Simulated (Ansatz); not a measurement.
Computed with Ansatz on PBE0-D4/def2-TZVP structures; ΔE is electronic, products minus reactants. CBS: MP2 limit from def2 TZ/QZ plus the TZ coupled-cluster correction, frozen cores. This one scheme is used for every species. DFT in def2-TZVPP. For Se outer-core shells are correlated without core-valence functions, which leaves a few kJ/mol of doubt a bond. Scalar relativity is left out up to krypton. One conformer a species, not always the lowest.

Consider the redistribution: `F[Si](F)([SiH3])[SiH3]` + `OC=[Se]` → `[SiH3]C=[Se]` + `O[Si](F)(F)[SiH3]`.

| species | BLYP energy (Eh) |
| --- | --- |
| `F[Si](F)([SiH3])[SiH3]` | -1071.97578 |
| `OC=[Se]` | -2516.12530 |
| `[SiH3]C=[Se]` | -2731.55255 |
| `O[Si](F)(F)[SiH3]` | -856.59913 |

(1) Work out ΔE.

Largest T1 diagnostic among the species: 0.017.

Results:

(1) ΔE = (-2731.55255) + (-856.59913) − (-1071.97578) − (-2516.12530) = -0.05060 Eh = -31.8 kcal/mol. CCSD(T)/CBS gives -39.9 kcal/mol.

From r2SCAN to r2SCAN0 (25 % exact exchange), in def2-TZVPP and without D4, ΔE moves by −2.4 kcal/mol. At CCSD(T), def2-SVP lies +6.0 kcal/mol from the extrapolated value and def2-TZVPP +0.2 kcal/mol.
